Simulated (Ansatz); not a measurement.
Coupled-cluster diagnostics for B(NH2tBu)H3 (C4H14BN), Ansatz.

Geometry of the singlet (PBE-D4/def2-SVP):

```xyz
20

B    -0.163   -2.190   -0.558
C     0.029    0.480    0.113
C    -0.464    1.829   -0.434
C    -0.523    0.235    1.521
C     1.561    0.423    0.105
N    -0.497   -0.607   -0.805
H    -0.185   -0.387   -1.763
H    -1.525   -0.522   -0.833
H    -0.088    2.012   -1.462
H    -0.107    2.661    0.204
H    -1.574    1.876   -0.455
H    -1.633    0.252    1.527
H    -0.195   -0.747    1.909
H    -0.169    1.031    2.205
H     1.922   -0.554    0.476
H     1.964    0.570   -0.919
H     1.967    1.228    0.748
H    -0.765   -2.757   -1.475
H    -0.611   -2.500    0.547
H     1.056   -2.333   -0.650
```

Correlated methods freeze 6 core orbitals. Another isomer (singlet) lies 0.65 eV lower at PBE0-D4/def2-TZVP; other spin states weren't run for this one.

(1) Estimate the CCSD(T) correlation energy, the shares of MP2 and (T), T1 and the reference's ⟨S²⟩ for: charge 0, singlet, own geometry in def2-SVP; and the rough time on 4 threads of Arm Neoverse V1 on a shared host.

Results:

(1) 
```csv
state,basis,correlation (eV),MP2 share (%),(T) share (%),T1,⟨S²⟩ (pure),wall time
"charge 0, singlet, own geometry",def2-SVP,-27.029,88.5,2.9,0.008,0.00 (0.00),42 s
```
Customary marks for T1 are 0.02 (closed shells), 0.045 (open shells) and about 0.05 (3d metals). T1 stays under 0.02 throughout.
